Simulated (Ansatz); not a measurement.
Calculation: frozen-core CCSD(T)/cc-pVDZ // B3LYP-D3(BJ)/def2-SVP in Ansatz (a quantum-chemistry and plane-wave program).

Ansatz 0.2 input:
```yaml
crystal:
  periodic: [false, false, false]
  atoms:
    - { symbol: C, position_ang: [-1.525749, 1.114045, -0.890273] }
    - { symbol: C, position_ang: [-1.175378, -0.199797, -0.187964] }
    - { symbol: C, position_ang: [0.237272, -0.211028, 0.42419] }
    - { symbol: C, position_ang: [1.365631, -0.104187, -0.608365] }
    - { symbol: Si, position_ang: [3.100409, -0.20908, 0.143014] }
    - { symbol: C, position_ang: [-2.211519, -0.522283, 0.878003] }
    - { symbol: F, position_ang: [-1.973631, -1.713118, 1.460398] }
    - { symbol: F, position_ang: [-2.227895, 0.402613, 1.858302] }
    - { symbol: F, position_ang: [-3.454969, -0.577923, 0.36513] }
    - { symbol: H, position_ang: [-0.834698, 1.303482, -1.722988] }
    - { symbol: H, position_ang: [-1.458613, 1.959398, -0.187842] }
    - { symbol: H, position_ang: [-2.546438, 1.086055, -1.296817] }
    - { symbol: H, position_ang: [-1.249367, -1.029081, -0.912872] }
    - { symbol: H, position_ang: [0.309642, 0.614723, 1.152604] }
    - { symbol: H, position_ang: [0.355666, -1.141272, 1.002736] }
    - { symbol: H, position_ang: [1.302011, 0.845311, -1.166353] }
    - { symbol: H, position_ang: [1.270406, -0.907397, -1.361116] }
    - { symbol: H, position_ang: [4.13361, -0.091586, -0.927605] }
    - { symbol: H, position_ang: [3.281976, -1.512688, 0.848286] }
    - { symbol: H, position_ang: [3.30163, 0.893811, 1.129529] }
basis:
  gaussian: { orbitals: cc-pVDZ }
correlation:
  method: ccsd_t
```

Output:

```
Functional definition: HF
1696 factors; integrals over basis functions are off by at most 9.9e-4 eV
mean field evaluation 1: about -21301.4141 eV, gradient 4.9e1 eV
mean field evaluation 2: about -21301.7501 eV, gradient 5.0e1 eV
mean field evaluation 4: about -21307.5122 eV, gradient 5.0e0 eV
mean field evaluation 8: about -21307.6019 eV, gradient 2.6e-1 eV
mean field evaluation 16: about -21301.4121 eV, gradient 4.9e1 eV
mean field -21307.60214352 eV, -783.0399359627 hartree, gradient 2.1e-6 eV, S^2 0.000000; 0 other end points of the search recorded, 0 dependent functions left out
13 core orbitals not correlated
reference -21307.60214352 eV, -783.0399359627 hartree; 28, 28 occupied and 144, 144 virtual orbitals, 1696 factors
second order -37.18337147 eV of doubles, -0.00000000 eV of singles
cycle   1  -38.34921189 eV  change    -1.2e0 eV  update   1.3e-1
cycle   2  -39.26455894 eV  change   -9.2e-1 eV  update   3.7e-2
cycle   3  -39.46692536 eV  change   -2.0e-1 eV  update   1.8e-2
cycle   4  -39.46206581 eV  change    4.9e-3 eV  update   3.6e-3
cycle   5  -39.46177417 eV  change    2.9e-4 eV  update   1.4e-3
cycle   6  -39.46207736 eV  change   -3.0e-4 eV  update   3.7e-4
cycle   7  -39.46182211 eV  change    2.6e-4 eV  update   1.3e-4
cycle   8  -39.46174087 eV  change    8.1e-5 eV  update   3.8e-5
cycle   9  -39.46174957 eV  change   -8.7e-6 eV  update   1.3e-5
perturbative correction -1.02244911 eV, -0.0375743119 hartree
Total energy: -21348.08634220 eV, -784.5277028231 hartree
```

Cost: around 5 core-minutes (rough).
